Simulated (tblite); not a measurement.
Species: C₉H₁₀NP.
Numbering: `[CH:1]#[C:2][CH2:3][n:4]1[cH:5][p:6][c:7]([CH:8]=[CH2:9])[c:10]1[CH3:11]` (hydrogens: H12 on C1; H13, H14 on C3; H15 on C5; H16 on C8; H17, H18 on C9; H19, H20, H21 on C11)

Cartesian coordinates in Å at the GFN2-xTB level; atoms count from 1:
```xyz
21
C9H10NP angstrom
C      3.4959    0.1114    1.1892
C      2.7391   -0.5903    0.5840
C      1.7847   -1.3900   -0.1679
N      0.7721   -0.5633   -0.7874
C      0.8233   -0.2159   -2.0957
P     -0.4604    0.7939   -2.6008
C     -1.0975    0.7243   -0.9416
C     -2.3383    1.3891   -0.5895
C     -3.2375    0.9617    0.2889
C     -0.2915   -0.0344   -0.1212
C     -0.4269   -0.2363    1.3498
H      4.1725    0.7098    1.7228
H      2.3170   -1.9347   -0.9547
H      1.3094   -2.1173    0.5007
H      1.6281   -0.5884   -2.7047
H     -2.5396    2.2895   -1.1580
H     -4.1451    1.5116    0.4721
H     -3.1226    0.0422    0.8361
H      0.5414   -0.1392    1.8403
H     -0.8351   -1.2222    1.5810
H     -1.0979    0.5155    1.7560
```

Level: GFN2-xTB in tblite, geometry and Hessian alike; calculated harmonic values, unscaled, isolated species. Against measured fundamentals such values can be off by several per cent, at times by over 20. One conformer, not necessarily the lowest.

Harmonic wavenumbers (cm⁻¹): 52.6, 64.2, 100.4, 136.7, 176.0, 211.5, 228.1, 253.4, 284.7, 335.9, 359.7, 397.3, 407.1, 458.2, 523.3, 550.1, 611.8, 645.0, 664.4, 669.9, 698.7, 707.9, 870.9, 883.0, 940.7, 966.4, 992.1, 1002.5, 1009.1, 1031.2, 1044.3, 1097.2, 1153.0, 1198.7, 1242.2, 1295.8, 1300.6, 1386.4, 1400.4, 1412.2, 1422.4, 1430.6, 1481.1, 1489.9, 1534.1, 1672.2, 2290.2, 2925.5, 2950.5, 2973.2, 3010.6, 3038.3, 3054.8, 3106.7, 3113.1, 3131.1, 3396.1.

A = 1563, B = 717.9, C = 545.9 MHz; mass 163.055 u (most abundant isotopes); point group C1, symmetry number 1.

Zero-point energy?

Half the sum of the wavenumbers: 35392 cm⁻¹ = 101.19 kcal/mol.

Entropy at 298.15 K, 1 bar (ideal gas, RRHO, classical rotation)?

Translation 41.20, rotation 30.64, vibration 34.48: S = 106.3 cal/(mol K).

And Cp and H(298.15 K) − H(0)?

Cp = 45.58 cal/(mol K), of which vibrations give 37.63 (their classical limit is 57 R = 113.3); H(298.15 K) − H(0) = 7.96 kcal/mol without the zero-point energy, 5.59 from vibrations.

Blend soft modes into free rotors: weight 1/[1 + (100 cm⁻¹/ν̃)⁴] for the oscillator and the rest for a rotor with moment μB/(μ + B), μ = h/(8π²ν), B = 10⁻⁴⁴ kg m². What vibrational entropy results?

32.12 cal/(mol K) in place of 34.48, which changes −T·S at 298.15 K by +0.70 kcal/mol.

Which modes carry the vibrational entropy at 298.15 K?

52.6 cm⁻¹: 4.72; 64.2 cm⁻¹: 4.32; 100.4 cm⁻¹: 3.45; 136.7 cm⁻¹: 2.85; 176.0 cm⁻¹: 2.37; 211.5 cm⁻¹: 2.03 cal/(mol K); the other 51 give 14.74 together.

How do the functions run with temperature in this model?

```json
{"T (K)": "50", "S (cal/(mol K))": "60.8", "Cp (cal/(mol K))": "13.5", "H − H(0) (kcal/mol)": "0.51", "G − H(0) (kcal/mol)": "-2.54", "ln q(vib)": "0.51"}
{"T (K)": "100", "S (cal/(mol K))": "72.4", "Cp (cal/(mol K))": "20.6", "H − H(0) (kcal/mol)": "1.36", "G − H(0) (kcal/mol)": "-5.88", "ln q(vib)": "1.79"}
{"T (K)": "373.15", "S (cal/(mol K))": "117.5", "Cp (cal/(mol K))": "54.0", "H − H(0) (kcal/mol)": "11.70", "G − H(0) (kcal/mol)": "-32.13", "ln q(vib)": "10.28"}
{"T (K)": "500", "S (cal/(mol K))": "135.0", "Cp (cal/(mol K))": "66.1", "H − H(0) (kcal/mol)": "19.35", "G − H(0) (kcal/mol)": "-48.17", "ln q(vib)": "14.26"}
{"T (K)": "750", "S (cal/(mol K))": "165.2", "Cp (cal/(mol K))": "82.4", "H − H(0) (kcal/mol)": "38.08", "G − H(0) (kcal/mol)": "-85.81", "ln q(vib)": "21.73"}
{"T (K)": "1000", "S (cal/(mol K))": "190.4", "Cp (cal/(mol K))": "92.9", "H − H(0) (kcal/mol)": "60.09", "G − H(0) (kcal/mol)": "-130.35", "ln q(vib)": "28.60"}
```

q(vib) and H(0) count from the zero-point level.

Hindered rotation and anharmonicity are outside this model. Other conformers, if any are populated, would add a mixing term that is left out. The structure is chiral; the term R ln 2 for an equal mix with its mirror image is left out.
